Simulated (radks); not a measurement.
Valence configurations of Ga (all share [Ar]). Method: scalar-relativistic Kohn-Sham, PBE, spin-unpolarised, spherical densities, finite nucleus; Fermi nuclear charge, rms radius 3.9973 fm; computed with a radial shooting solver on a logarithmic mesh with Libxc functionals. Energies are relative to 3d10 4s2 4p1; eigenvalues in eV.

| valence | E (eV) | e(3d) | e(4p) | e(4s) |
|---|---|---|---|---|
| 3d10 4s2 4p1 | 0.000 | -19.155 | -2.579 | -8.949 |
| 3d9 4s2 4p2 | 20.315 | -28.063 | -3.887 | -11.351 |
| 3d10 4s1 4p2 | 6.538 | -21.035 | -3.349 | -10.044 |
| 3d10 4p3 | 13.371 | -22.732 | -4.019 | - |
| 3d9.5 4s2 4p1.5 | 9.207 | -23.534 | -3.245 | -10.179 |
| 3d9 4p4 | 35.724 | -31.271 | -5.149 | - |
| 3d7 4p6 | 104.37 | -50.364 | -7.420 | - |
| 3d9.5 4s1 4p2.5 | 16.285 | -25.291 | -3.953 | -11.167 |
| 3d8 4s2 4p3 | 48.563 | -37.568 | -5.135 | -13.578 |

NIST lists [Ar] 3d10 4s2 4p1 as the ground configuration; this level of theory agrees among the configurations tried. The energies are those of spherical spin-averaged densities, not of single terms.
